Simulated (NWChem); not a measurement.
System: CH₅S cation; SMILES C[SH2+]

Excerpt of the output:

```
             Northwest Computational Chemistry Package (NWChem) 7.3.0
             --------------------------------------------------------

 CS  symmetry detected

                             Geometry "geometry" -> ""
                             -------------------------

 Output coordinates in angstroms (scale by  1.889725989 to convert to a.u.)

  No.       Tag          Charge          X              Y              Z
 ---- ---------------- ---------- -------------- -------------- --------------
    1 C                    6.0000    -0.01624989     1.19124962     0.00000000
    2 S                   16.0000    -0.09120204    -0.62980085     0.00000000
    3 H                    1.0000    -0.54097905     1.54520464     0.88481341
    4 H                    1.0000    -0.54097905     1.54520464    -0.88481341
    5 H                    1.0000     1.00960799     1.54585996     0.00000000
    6 H                    1.0000     0.81454104    -0.85347668     0.98285631
    7 H                    1.0000     0.81454104    -0.85347668    -0.98285631

 Effective nuclear repulsion energy (a.u.)      64.5847130376

      Symmetry information
      --------------------

 Group name             Cs
 Group number              2
 Group order               2
 No. of unique centers     5

                                Z-matrix (autoz)
                                --------

 Units are Angstrom for bonds and degrees for angles

[...]

      ----------------------
      Optimization converged
      ----------------------

  Step       Energy      Delta E   Gmax     Grms     Xrms     Xmax
  ---- ---------------- -------- -------- -------- -------- --------
@    4    -438.65545503 -3.3D-07  0.00010  0.00003  0.00037  0.00087
                                     ok       ok       ok       ok

                                Z-matrix (autoz)
                                --------

 Units are Angstrom for bonds and degrees for angles

[...]

 Rotational Constants
 --------------------
 A=   2.486710 cm-1  (  3.577742 K)
 B=   0.410217 cm-1  (  0.590197 K)
 C=   0.405341 cm-1  (  0.583182 K)

 Temperature                      =   298.15K
 frequency scaling parameter      =   1.0000

 Zero-Point correction to Energy  =   35.502 kcal/mol  (  0.056577 au)
 Thermal correction to Energy     =   37.835 kcal/mol  (  0.060293 au)
 Thermal correction to Enthalpy   =   38.427 kcal/mol  (  0.061237 au)

 Total Entropy                    =   61.247 cal/mol-K
   - Translational                =   37.576 cal/mol-K (mol. weight =  49.0112)
   - Rotational                   =   20.885 cal/mol-K (symmetry #  =        1)
   - Vibrational                  =    2.786 cal/mol-K

 Cv (constant volume heat capacity) =   11.166 cal/mol-K
   - Translational                  =    2.979 cal/mol-K
   - Rotational                     =    2.979 cal/mol-K
   - Vibrational                    =    5.207 cal/mol-K

[normal modes left out]

 ----------------------------------------------------------------------------
 Normal Eigenvalue ||           Projected Infra Red Intensities
  Mode   [cm**-1]  || [atomic units] [(debye/angs)**2] [(KM/mol)] [arbitrary]
 ------ ---------- || -------------- ----------------- ---------- -----------
    1        0.000 ||    0.006341           0.146         6.182       3.672
    2        0.000 ||    0.015167           0.350        14.786       8.784
    3        0.000 ||    0.008878           0.205         8.655       5.141
    4        0.000 ||    0.019647           0.453        19.153      11.378
    5        0.000 ||    0.021380           0.493        20.843      12.381
    6        0.000 ||    0.010209           0.236         9.952       5.912
    7      249.891 ||    0.018712           0.432        18.241      10.836
    8      671.385 ||    0.006070           0.140         5.917       3.515
    9      749.569 ||    0.000011           0.000         0.011       0.007
   10      780.477 ||    0.008135           0.188         7.930       4.711
   11     1046.265 ||    0.002704           0.062         2.636       1.566
   12     1103.275 ||    0.012879           0.297        12.555       7.458
   13     1183.787 ||    0.007546           0.174         7.357       4.370
   14     1345.077 ||    0.000040           0.001         0.039       0.023
   15     1431.947 ||    0.023686           0.546        23.090      13.717
   16     1433.438 ||    0.027087           0.625        26.406      15.686
   17     2642.990 ||    0.053663           1.238        52.313      31.077
   18     2663.439 ||    0.057336           1.323        55.894      33.204
   19     3086.744 ||    0.009530           0.220         9.290       5.519
   20     3218.060 ||    0.029271           0.675        28.534      16.951
   21     3239.864 ||    0.024334           0.561        23.722      14.092
 ----------------------------------------------------------------------------
```

Level: PBE0/def2-SVP. 

**Question.** Which NWChem input produces such a log?

**Answer.** Several could match; the one computed here: the input that was run:
```
start job
memory heap 200 mb stack 900 mb global 1100 mb
charge 1
geometry units angstroms
  C     -1.183382    -0.147509     0.378235
  S      0.525343     0.056807    -0.222062
  H     -1.809372     0.566837    -0.152038
  H     -1.506496    -1.154736     0.123701
  H     -1.248981     0.012483     1.449791
  H      0.808670     1.218992     0.414769
  H      1.145106    -0.693342     0.721063
end
basis spherical
  * library def2-svp
end
dft
  xc pbe0
  iterations 150
end
driver
  maxiter 120
end
task dft optimize
task dft freq
```
